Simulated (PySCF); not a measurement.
## Deuteron quadrupole couplings in `CC#CCCC(C)(C)C`

Species: C₉H₁₆.
Atom-mapped SMILES: `[CH3:1][C:2]#[C:3][CH2:4][CH2:5][C:6]([CH3:7])([CH3:8])[CH3:9]` (hydrogens: H10, H11, H12 on C1; H13, H14 on C4; H15, H16 on C5; H17, H18, H19 on C7; H20, H21, H22 on C8; H23, H24, H25 on C9)

Cartesian coordinates in Å at the GFN2-xTB level; atoms count from 1:
```xyz
25
C9H16 angstrom
C      4.5823    0.9876   -0.8241
C      3.2672    0.4114   -0.6334
C      2.1853   -0.0812   -0.4819
C      0.8701   -0.6655   -0.2935
C     -0.1159    0.3777    0.2438
C     -1.5488   -0.1307    0.4829
C     -1.5650   -1.2547    1.5214
C     -2.3784    1.0439    1.0133
C     -2.1776   -0.6307   -0.8199
H      4.5459    2.0662   -0.6714
H      5.2869    0.5555   -0.1135
H      4.9353    0.7865   -1.8356
H      0.5239   -1.0556   -1.2541
H      0.9590   -1.5005    0.4061
H      0.2774    0.7693    1.1855
H     -0.1540    1.2105   -0.4631
H     -2.5903   -1.5256    1.7644
H     -1.0659   -2.1447    1.1467
H     -1.0694   -0.9385    2.4368
H     -3.4042    0.7334    1.2001
H     -1.9594    1.4194    1.9446
H     -2.3934    1.8585    0.2924
H     -3.2251   -0.8776   -0.6598
H     -1.6760   -1.5249   -1.1813
H     -2.1208    0.1347   -1.5910
```

Level: PBE0/pcSseg-1 (PySCF, non-relativistic); Q(2H) = 0.00286 b; rigid geometry, the same for H and D, with no vibrational averaging.

**Question.** Rank these positions by the coupling χzz of a deuteron there, largest first.
A. H22 (methyl hydrogen)
B. H14 (methylene hydrogen)
C. H11 (methyl hydrogen)

**Answer.** A (212 kHz), C (208 kHz), B (202 kHz).

**Question.** What are Vzz, η and χzz (234.96 MHz × Q × Vzz) at all hydrogens?

**Answer.** 
```
atom  bonded to  bond length (Å)  Vzz (au)     η  χzz (kHz)
 H10         C1            1.090    0.3092  0.02        208
 H11         C1            1.090    0.3089  0.02        208
 H12         C1            1.090    0.3088  0.02        208
 H13         C4            1.093    0.3009  0.02        202
 H14         C4            1.093    0.3009  0.02        202
 H15         C5            1.093    0.3006  0.03        202
 H16         C5            1.093    0.3006  0.03        202
 H17         C7            1.088    0.3155  0.02        212
 H18         C7            1.087    0.3170  0.01        213
 H19         C7            1.088    0.3155  0.01        212
 H20         C8            1.088    0.3155  0.02        212
 H21         C8            1.088    0.3151  0.02        212
 H22         C8            1.088    0.3153  0.02        212
 H23         C9            1.088    0.3153  0.02        212
 H24         C9            1.087    0.3169  0.01        213
 H25         C9            1.088    0.3155  0.01        212
```

The structure is a single GFN2-xTB conformer in the gas phase; no vibrational or solvent corrections. GFN2-xTB frequencies show an imaginary mode (31i cm⁻¹), so this geometry is no minimum at that level. GFN2-xTB bond lengths can be off by several hundredths of an ångström, more for odd bonds, and the gradients follow them. The basis is small and wasn't made for field gradients, so the couplings can be 20 % off.

The run behind these numbers computed NMR shieldings as well. Time: 39 s wall; peak memory 1.1 GiB. Hardware: an Arm Neoverse V2 with one thread, shared host with 32 logical CPUs at a one-minute load of 9.1.
